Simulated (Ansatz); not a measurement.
`FBN([SiH3])[SiH3]` + `[OH][GeH]` → `[SiH3][O][GeH]` + `FBN[SiH3]` at 600 K and 1 bar (ligand exchange at the Si–N bond).

Computed with Ansatz on PBE0-D4/def2-TZVP structures; ΔE is electronic, products minus reactants. CCSD(T)/CBS is the MP2 limit (def2-TZVPP, def2-QZVPP) plus CCSD(T) − MP2 in def2-TZVPP, frozen cores. For Ge outer-core shells are correlated without core-valence functions, which leaves a few kJ/mol of doubt a bond. Scalar relativity is left out up to krypton. Each species was taken in one conformer, which may not be the lowest.

```csv
species,CCSD(T)/CBS energy (Eh),H − E (kJ/mol),S (J/(mol·K))
`FBN([SiH3])[SiH3]`,-761.79139,263.5,471.8
`[OH][GeH]`,-2152.47759,79.9,292.6
`[SiH3][O][GeH]`,-2442.79250,139.4,385.9
`FBN[SiH3]`,-471.49367,204.0,394.9
```

H − E and S are ideal-gas, rigid-rotor, harmonic terms from PBE0-D4/def2-TZVP, for one conformer and one mirror image of each species. 1 Eh = 2625.50 kJ/mol, R = 8.31446 J/(mol·K).

By hand: ΔE, ΔH, ΔS and ΔG.

ΔE = (-2442.79250) + (-471.49367) − (-761.79139) − (-2152.47759) = -0.01719 Eh = -45.1 kJ/mol. Δ(H − E) = 139.4 + 204.0 − 263.5 − 79.9 = 0.0, so ΔH = -45.1 kJ/mol. ΔS = 385.9 + 394.9 − 471.8 − 292.6 = 16.4 J/(mol·K). ΔG = -45.1 − 600 × (16.4)/1000 = -54.9 kJ/mol.

By hand: the equilibrium constant, and the temperature at which ΔG would vanish if ΔH and ΔS stayed fixed.

log₁₀ K = −ΔG/(RT ln 10) = 4.8. ΔH and −TΔS have one sign here, so there is no such temperature.

ΔH outweighs TΔS. A doubt of 5 kJ/mol in ΔE shifts log₁₀ K by 0.4 here. Other conformers and mirror images would add mixing entropy, several J/(mol·K) or more a flexible species. These are equilibria of isolated gas molecules and say nothing of rates. Largest T1 diagnostic: 0.016 (customary marks: 0.02 for closed shells, 0.045 for open ones).
